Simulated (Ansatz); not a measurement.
Molecule: YF2, charge 1, multiplicity 1. SMILES: [F][Y+][F]
Geometry from a B3LYP-D3(BJ)/def2-TZVP (Ansatz, a program for electronic structure) optimisation:
```xyz
3

Y      0.2843     0.1704     0.0739
F     -0.9981     0.7358    -1.2388
F     -0.2337    -1.4744     0.9186
```
Charge +1, spin multiplicity 1.

Wanted: vertical electron affinity (to the doublet state of charge +0; a negative value means that the extra electron is unbound and the number depends on the basis; each state is the SCF solution reached for its spin), in eV. Valence correlation only, unless marked. UHF or UKS for open shells. No spin-orbit coupling. The frozen core is the preceding noble-gas configuration, with the filled d and f shells of earlier blocks. In def2 rows, elements after Kr have scalar-relativistic effective core potentials. Basis-set limits of correlation are two-point, X^-3; Hartree-Fock from the larger set. [CCSD(T)-MP2]/basis is that difference in the basis named.

```csv
level,program,vertical electron affinity (eV)
SVWN5/def2-TZVPD,Ansatz,…
PBE/def2-TZVPD,Ansatz,6.45
r2SCAN/def2-TZVPD,Ansatz,…
B3LYP/def2-TZVPD,Ansatz,6.61
PBE0/def2-TZVPD,Ansatz,6.47
BHLYP/def2-TZVPD,Ansatz,6.52
CAM-B3LYP/def2-TZVPD,Ansatz,…
B2PLYP/def2-TZVPD,Ansatz,6.35
SCS-MP2/def2-SVPD,Ansatz,6.09
SCS-MP2/def2-TZVPPD,Ansatz,6.06
"RI-MP2/CBS(def2-TZVPPD,def2-QZVPPD)+[CCSD(T)-MP2]/def2-TZVPPD",Ansatz,…
```

Q: Complete the blanks.

A: 
- SVWN5/def2-TZVPD, vertical electron affinity (eV): 6.63
- r2SCAN/def2-TZVPD, vertical electron affinity (eV): 6.39
- CAM-B3LYP/def2-TZVPD, vertical electron affinity (eV): 6.59
- RI-MP2/CBS(def2-TZVPPD,def2-QZVPPD)+[CCSD(T)-MP2]/def2-TZVPPD, vertical electron affinity (eV): 6.16
